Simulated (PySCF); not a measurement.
C5H9OP.
Z-matrix (Å and degrees, PBE0-D3(BJ)/def2-SVP geometry), rows numbered from 1:
```
C 
C   1  1.3338
C   2  1.4902  1  124.84
C   3  1.5510  2  120.05  1   131.66
C   4  1.5441  3   97.68  2  -150.36
P   5  1.8368  4   87.46  3    24.97
O   6  1.4904  3  126.35  2   -87.74
H   1  1.0929  2  121.44  3   179.15
H   1  1.0956  2  121.56  3     0.25
H   2  1.0981  1  119.27  3  -179.38
H   3  1.1065  2  110.79  1  -100.80
H   4  1.1015  3  110.27  2   -34.53
H   4  1.0998  3  114.83  2    87.41
H   5  1.0979  4  118.29  3   147.00
H   5  1.1011  4  111.70  3   -84.45
H   6  1.4309  3  100.75  2    45.22
```

Computed with PySCF at wB97X-D/def2-SVPD, non-relativistic, on one gas-phase PBE0-D3(BJ)/def2-SVP geometry that isn't relaxed in the solvent. The solvent is an IEF-PCM continuum (van der Waals radii × 1.2), and excitations are vertical TDDFT with non-equilibrium linear response and a frozen core. Only the electrostatic response of the medium enters.

Gas-phase singlets (H = HOMO, L = LUMO):

| state | E (eV) | λ (nm) | f | leading configurations |
| --- | --- | --- | --- | --- |
| S1 | 6.955 | 178 | 0.048 | H→L 50%, H-1→L 38% |
| S2 | 7.217 | 172 | 0.089 | H→L 34%, H-1→L 23%, H-1→L+1 17% |
| S3 | 7.283 | 170 | 0.048 | H-1→L+1 29%, H-1→L 20%, H-1→L+5 14% |
| S4 | 7.318 | 169 | 0.026 | H→L+1 41%, H→L+5 13%, H-2→L+1 10% |
| S5 | 7.563 | 164 | 0.134 | H-2→L 59%, H-1→L+2 9% |

Problem. What are the lowest 5 singlets in benzene (ε = 2.271)?

Solution. 
```csv
state,E (eV),λ (nm),f,leading configurations,change by rank (eV)
S1,6.969,178,0.222,"H→L 81%, H-1→L 12%",+0.014
S2,7.228,172,0.108,"H-1→L 56%, H-1→L+1 11%, H-2→L 10%",+0.011
S3,7.369,168,0.048,"H-1→L+1 54%, H-1→L 11%, H-1→L+5 10%",+0.086
S4,7.392,168,0.042,"H→L+1 42%, H-2→L+1 24%",+0.074
S5,7.639,162,0.073,"H→L+3 44%, H→L+2 14%, H-2→L 10%",+0.076
```

Problem. How do the frontier levels move from gas to benzene?

Solution. 
```json
{"orbital": "LUMO+2", "gas (eV)": "2.35", "solvent (eV)": "2.52", "change (eV)": "+0.17"}
{"orbital": "LUMO+1", "gas (eV)": "2.19", "solvent (eV)": "2.34", "change (eV)": "+0.15"}
{"orbital": "LUMO", "gas (eV)": "1.58", "solvent (eV)": "1.72", "change (eV)": "+0.14"}
{"orbital": "HOMO", "gas (eV)": "-9.49", "solvent (eV)": "-9.44", "change (eV)": "+0.05"}
{"orbital": "HOMO-1", "gas (eV)": "-9.66", "solvent (eV)": "-9.73", "change (eV)": "-0.07"}
{"orbital": "HOMO-2", "gas (eV)": "-9.99", "solvent (eV)": "-9.99", "change (eV)": "0.00"}
{"orbital": "HOMO-3", "gas (eV)": "-11.72", "solvent (eV)": "-11.66", "change (eV)": "+0.06"}
```

The HOMO–LUMO gap goes from 11.08 to 11.16 eV. Rows go by rank; for HOMO-3, HOMO-2 and HOMO-1 the atom shares or the degeneracy differ between the runs, so the row needn't follow one orbital.
